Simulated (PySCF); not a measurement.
Ligand exchange on a metal centre used in film growth or etching (Hf F-H). Isolated molecules, 0 K electronic values unless said otherwise.

The numbers are results of PySCF with PBE-D3(BJ)/def2-TZVP // PBE-D3(BJ)/def2-SVP, not measurements. All candidates: neutral, multiplicity 1. 

- HOMO–LUMO gap = 4.37 eV
- dipole moment = 0.17 D
- HOMO = -7.31 eV

Name which member has these values.
A) [Hf(F)2(H)2]
B) [Hf(H)4]
C) [Hf(F)3(H)]
D) [Hf(F)(H)3]

A, [Hf(F)2(H)2]. The others give [Hf(F)3(H)]: 5.57 eV, 0.16 D, -7.87 eV; [Hf(H)4]: 4.04 eV, 0.00 D, -7.12 eV; [Hf(F)(H)3]: 4.27 eV, 0.52 D, -7.19 eV
